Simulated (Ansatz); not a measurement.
`[PH2][GeH2][SH]` + H–F → `[F][GeH2][SH]` + PH₃  (cleavage of the Ge–P bond)

Calculated with Ansatz (gas phase, PBE0-D4/def2-TZVP geometries, no zero-point term in ΔE). CCSD(T)/CBS is the MP2 limit (def2-TZVPP, def2-QZVPP) plus CCSD(T) − MP2 in def2-TZVPP, frozen cores. This one scheme is used for every species. Functionals use def2-TZVPP. For Ge outer-core shells are correlated without core-valence functions, which leaves a few kJ/mol of doubt a bond. Scalar relativity is left out up to krypton. One conformer a species, not always the lowest.

```
             level  ΔE (kcal/mol)  difference from CCSD(T)/CBS
         revPBE-D4           -6.1                          1.1
        r2SCAN0-D4           -8.2                         -1.0
      CAM-B3LYP-D4          -11.5                         -4.3
               PBE           -7.8                         -0.6
            revPBE           -8.4                         -1.2
              BLYP          -12.2                         -5.0
            r2SCAN           -9.5                         -2.3
           r2SCANh           -9.1                         -1.9
             BHLYP          -12.3                         -5.1
         CAM-B3LYP          -12.8                         -5.6
           LC-ωPBE          -10.1                         -2.9
       HF/def2-SVP          -15.7                         -8.5
    MP2/def2-TZVPP           -7.3                         -0.1
   CCSD/def2-TZVPP           -9.3                         -2.1
CCSD(T)/def2-TZVPP           -8.4                         -1.2
      HF/CBS(def2)          -15.8                         -8.6
       CCSD(T)/CBS           -7.2                            0
```

Largest T1 diagnostic among the species: 0.013.

From r2SCAN to r2SCAN0 (25 % exact exchange), in def2-TZVPP and without D4, ΔE moves by +0.9 kcal/mol. The D4 term adds +2.2 kcal/mol with B3LYP and +1.3 kcal/mol with PBE0; it sums over pairs of atoms, weighted by their polarisabilities, and B3LYP, whose exchange is more repulsive, gets the larger term. At CCSD(T), def2-SVP lies −5.5 kcal/mol from the extrapolated value and def2-TZVPP −1.3 kcal/mol.

B3LYP here is the variant with VWN-RPA as its local correlation; programs differ in this.
